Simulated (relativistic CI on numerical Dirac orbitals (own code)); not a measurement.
Calculated at this level of theory: Dirac-Coulomb-Breit CI, orbitals from a KLI potential per configuration, a model potential for QED, unscaled Slater integrals (own radial code, finite nucleus).

CI space (outside the closed core [Ne]): 3s2, 3s 3p, 3p2, 3s 3d, 3d2, 3p 3d, 3p 4s, 3d 4s, 3s 4s, 3s 4p, 3s 4d, 3s 4f, 3s 5s, 3s 5p, 3s 5d, 4s2, 3s 5f, 3s 5g, 3s 6s, 3s 6p, 3s 6d. Levels of other configurations are missing.

At this charge energies of transitions that change n are usually good to better than 1 %, and those within a shell (Δn = 0) to a few per cent.

Outline of the computed level scheme of Se XXIII. Lowest level of each configuration: 3s2 1S_0 at 0.000 eV; 3s 3p 3P°_0 at 44.203 eV; 3p2 3P_0 at 106.183 eV; 3s 3d 3D_1 at 133.002 eV; 3p 3d 3F°_2 at 180.407 eV; 3d2 3F_2 at 268.694 eV; 3s 4s 3S_1 at 462.771 eV; 3s 4p 3P°_0 at 485.555 eV; 3p 4s 3P°_0 at 516.776 eV.

Some strong electric-dipole decays among the lowest 42 levels: 3s 4p 1P°_1 → 3s2 1S_0 (1.2e+12 s⁻¹); 3s 4s 1S_0 → 3s 3p 1P°_1 (1.2e+12 s⁻¹); 3s 4s 3S_1 → 3s 3p 3P°_2 (7.7e+11 s⁻¹); 3s 4p 3P°_1 → 3s2 1S_0 (5.4e+11 s⁻¹); 3s 4s 3S_1 → 3s 3p 3P°_1 (4.3e+11 s⁻¹); 3s 4p 3P°_2 → 3s 3d 3D_3 (2.3e+11 s⁻¹); 3s 4s 3S_1 → 3s 3p 3P°_0 (1.4e+11 s⁻¹); 3d2 1S_0 → 3p 3d 1P°_1 (1.0e+11 s⁻¹).

LS names give the leading component of a level, which can be under half, so a name can repeat, a term be missing and a line seem to break the LS rules.
